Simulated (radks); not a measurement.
Ionisation of the selenium ion Se+, [Ar] 3d10 4s2 4p3, to [Ar] 3d10 4s2 4p2 as the strength of local exchange is varied. Method: scalar-relativistic Kohn-Sham, Slater X-alpha exchange (alpha = 2/3 is LDA exchange), no correlation, spin-polarised, spherical densities, finite nucleus; open shells are filled with parallel spins first; Fermi nuclear charge, rms radius 4.14 fm; computed with a radial shooting solver on a logarithmic mesh with Libxc functionals.

alpha  E(Se+) (hartree)  exchange (hartree)  IE (eV)  -e of the level emptied (eV)  <r> of it (bohr)
0.585       -2413.48967           -71.06770   19.252                   14.444 (4p)             2.162
0.624       -2418.23697           -75.95150   19.794                   14.956 (4p)             2.141
0.667       -2423.48175           -81.35723   20.399                   15.530 (4p)             2.120
0.7         -2427.51435           -85.52077   20.869                   15.977 (4p)             2.103
0.752       -2433.88198           -92.10783   21.620                   16.693 (4p)             2.078
0.763       -2435.23106           -93.50538   21.780                   16.846 (4p)             2.073
0.942       -2457.28603          -116.44937   24.469                   19.427 (4p)             1.994
0.989       -2463.10877          -122.53682   25.198                   20.131 (4p)             1.974

NIST Atomic Spectra Database: 21.20 eV (measured). The Delta-SCF value meets it near alpha = 0.72. Open shells are spherical and high-spin; term and fine-structure splittings are not resolved.
